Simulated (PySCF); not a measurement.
Electron correlation in Ti (titanium, neutral)

Starting occupation: [Ar] 3d2 4s2, 3d5/2 with m_j = +3/2, +5/2. All numbers are calculated (PySCF 2.14, X2C-1e with screened-nucleus spin-orbit coupling, Gaussian nucleus, in x2c-TZVPall-2c). Frozen: [Ne]; 12 electrons correlated; the 6 highest virtual spinors left out.

MP2 pair energies summed by pair of shells (mhartree):

| pair | energy | share (%) |
| --- | --- | --- |
| 3p-3p | -115.85 | 44.0 |
| 3d-3p | -52.43 | 19.9 |
| 3p-3s | -22.63 | 8.6 |
| 3p-4s | -22.01 | 8.4 |
| 4s-4s | -20.12 | 7.6 |
| 3d-4s | -11.89 | 4.5 |
| 3d-3s | -7.44 | 2.8 |
| 3s-3s | -5.43 | 2.1 |
| 3d-3d | -4.05 | 1.5 |
| 3s-4s | -1.33 | 0.5 |

Total MP2 correlation energy: -263.18 mhartree.

The GHF reference relaxed away from the jj start to a determinant that is no pure jj level (⟨S²⟩ = 2.01, ⟨J²⟩ = 20.02); the energies belong to that determinant.

This basis was not built for core-valence correlation, so the inner-shell part is incomplete.
